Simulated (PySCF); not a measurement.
Broadened absorption spectrum of (F)3Zr-NH-SiH3

Compound: (F)3Zr-NH-SiH3 (singlet state).
Bonds: Zr1–F2, Zr1–F3, Zr1–F4, Zr1–N5, N5–Si6. Hydrogens: H7 on N5; H8, H9, H10 on Si6.

The calculation used PySCF 2.14.0, density-fitted response routines, TDDFT wB97X-D/def2-SVPD, vertical, gas phase, core orbitals frozen in the response, def2 core potentials past Kr. Geometry: PBE0-D3(BJ)/def2-SVP; no solvent, vibrations or thermal averaging. Spin–orbit coupling is left out.

Computed states:

| state | E (eV) | f |
| --- | --- | --- |
| S1 | 5.68 | 0.0011 |
| S2 | 6.49 | 0.080 |
| S3 | 6.59 | 0.036 |
| S4 | 7.03 | 0.0064 |
| S5 | 7.10 | 0.0044 |
| S6 | 7.54 | 0.025 |
| S7 | 7.61 | 0.056 |
| S8 | 7.90 | 0.0009 |
| S9 | 8.22 | 0.011 |
| S10 | 8.31 | 0.0001 |

Broadening: Gaussians 0.3 eV wide at half height, area fixed by f = 4.319×10⁻⁹ ∫ε dν̃. The width is an assumption, not a result. The curve ends short of the highest state used, and states not computed would add to its high-energy end.

Question: Give the broadened spectrum and its maxima.

Answer: 
(λ (nm), ε (L mol⁻¹ cm⁻¹)): (160.8, 4637), (164.1, 6796), (167.5, 2634), (170.8, 619), (174.1, 854), (177.4, 852), (180.8, 801), (184.1, 3020), (187.4, 7735), (190.7, 9651), (194.1, 5933), (197.4, 1926), (200.7, 343), (204.0, 36), (207.4, 8), (210.7, 25), (214.0, 62), (217.3, 93), (220.6, 87), (224.0, 52), (227.3, 21), (230.6, 6), (233.9, 1), (237.3, 0)

Maxima: 218 nm (5.67 eV), ε about 95, made up of S1 (100%); 190 nm (6.52 eV), ε about 9800, made up of S2 (72%) and S3 (28%); 176 nm (7.06 eV), ε about 950, made up of S4 (60%) and S5 (40%); 163 nm (7.59 eV), ε about 7000, made up of S6 (30%) and S7 (70%) (ε in L mol⁻¹ cm⁻¹; maxima over ε = 5, shares over 10%).

Question: On this curve, what absorbance would a 10⁻³ mol/L sample give at 222 nm over a 1 cm path?

Answer: 222 nm is 5.585 eV, where ε is about 74 L mol⁻¹ cm⁻¹, so A = ε c l ≈ 0.074 (Beer–Lambert, with the gas-phase spectrum and the assumed width).

Question: What would ε be at 6.52 eV, the highest of these maxima, with half the width (0.15 eV)?

Answer: About 16500 L mol⁻¹ cm⁻¹ against 9770, a factor of about 1.7; a lone state at its own centre would give exactly 2.

Question: Coming from long wavelengths, where does ε first pass 100 L mol⁻¹ cm⁻¹?

Answer: At about 203 nm (6.12 eV), 0.45 eV above S1.

All these states lie below the vertical ionisation energy of 10.30 eV (ΔSCF).

The run took 2.3 min wall (with the writing of density and orbital grids) on an Intel Xeon at 2.50 GHz with one thread (shared host), and the process peaked at 0.93 GiB of memory.
